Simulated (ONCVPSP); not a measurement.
## Configuration tests for Li (ONCV)

```json
{
 "Element": "Li (Z = 3)",
 "Generator": "ONCVPSP 4.0.1",
 "Type": "optimised norm-conserving Vanderbilt (ONCV)",
 "Functional": "PBE",
 "Relativity": "fully relativistic",
 "Frozen core": "none",
 "Valence charge": "3",
 "Reference configuration": "1s2 2s1",
 "Partial waves": "1s+2s: rc 1.25 bohr, ncon 3, nbas 6, qcut 10.5 1/bohr, 2 projectors; p scattering state at 0.35 Ha: rc 1.10 bohr, ncon 4, nbas 8, qcut 7.4 1/bohr, 1 projector; d scattering state at 0.14 Ha: rc 1.30 bohr, ncon 3, nbas 6, qcut 7.4 1/bohr, 3 projectors, debl 2.8 Ha",
 "Local potential": "polynomial inside 0.70 bohr (lpopt 3, dvloc0 0 Ha)",
 "Core correction": "none"
}
```

Open shells are filled in proportion to 2j + 1.

Energies are relative to the spin-unpolarised reference configuration 1s2 2s1; without spin polarisation the order of configurations can differ from experiment.

| valence configuration | charge | ΔE all-electron (eV) | error AE − PS (meV) |
| --- | --- | --- | --- |
| 1s2 2s0 | +1 | 5.296 | +0.4 |
| 1s2 2s0.5 | +0.5 | 2.049 | +0.1 |
| 1s2 2s0 2p1 | 0 | 1.787 | +0.5 |
| 1s1 2s1 | +1 | 68.407 | +1075 |

These tests converged, but a pseudo level misses the all-electron one widely, so the file describes the atom poorly there or has found another state: 1s2 2s0 2p1: empty 2s by 3.4 eV.
